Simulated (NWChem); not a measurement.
System: GaN$_{3}$H$_{6}$; SMILES [NH2][Ga]([NH2])[NH2]

```xyz
10

Ga    -0.0023     0.0001    -0.0022
N     -0.8980     1.5861     0.0240
H     -1.8761     1.6447    -0.2311
H     -0.4257     2.4568    -0.1856
N      1.8210    -0.0153     0.0168
H      2.3261    -0.8499     0.2891
H      2.3399     0.8108     0.2891
N     -0.9244    -1.5708     0.0240
H     -0.4667    -2.4494    -0.1856
H     -1.9033    -1.6130    -0.2311
```
Atoms are numbered in this order, from 1.

All runs: NWChem. Pople sets run with spherical d functions. The geometry was optimised at PBE0/def2-SVP. Vzz is the largest principal value of the second derivative of the potential at the nucleus (NWChem prints the opposite sign); η is the asymmetry. Non-relativistic.

| level | Vzz Ga1 (a.u.) | η Ga1 | Vzz N8 (a.u.) | η N8 | Vzz N5 (a.u.) | η N5 |
|---|---|---|---|---|---|---|
| PBE/def2-SVP | 1.187 | 0.01 | -0.895 | 0.30 | -0.883 | 0.30 |
| PBE/6-31G* | 1.408 | 0.01 | -0.864 | 0.27 | -0.851 | 0.28 |
| PBE0/6-31G* | 1.643 | 0.01 | -0.873 | 0.28 | -0.862 | 0.29 |
| PBE0/def2-SVP | ___ | 0.01 | ___ | 0.31 | ___ | 0.32 |

Problem. What belongs in the gaps?

Solution. 
- PBE0/def2-SVP, Vzz Ga1 (a.u.): 1.460
- PBE0/def2-SVP, Vzz N8 (a.u.): -0.909
- PBE0/def2-SVP, Vzz N5 (a.u.): -0.899
